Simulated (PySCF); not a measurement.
CaPb⁺: from constants to spectrum

ROHF-CCSD(T) constants of CaPb⁺, ²Π (doublet), unpaired electrons π ↑ (Ca def2-SVP, Pb def2-SVP with ECP60; scalar-relativistic core potentials (PySCF 2.14); masses 39.9626 and 207.9766 u):

* ωe: 125.1 cm⁻¹
* ωexe: 0.34 cm⁻¹
* Be: 0.042817 cm⁻¹
* αe: 0.000182 cm⁻¹
* D (centrifugal): 2.01e-08 cm⁻¹

Question: Give the vibrational terms G(v) and spacings up to v = 6.

Answer: G(v) = ωe(v+½) − ωexe(v+½)².

```tsv
v	G(v) (cm⁻¹)	G(v) − G(v−1)	Bv (cm⁻¹)
0	62.5		0.04273
1	186.9	124.4	0.04254
2	310.6	123.7	0.04236
3	433.7	123.1	0.04218
4	556.1	122.4	0.04200
5	677.8	121.7	0.04182
6	798.8	121.0	0.04163
```

Correlated steps freeze 9 core orbitals. Spin–orbit coupling is left out, which matters for elements this heavy, above all for dissociation energies. The state is the lowest determinant that a PBE0 search found; another state may lie lower at other levels.
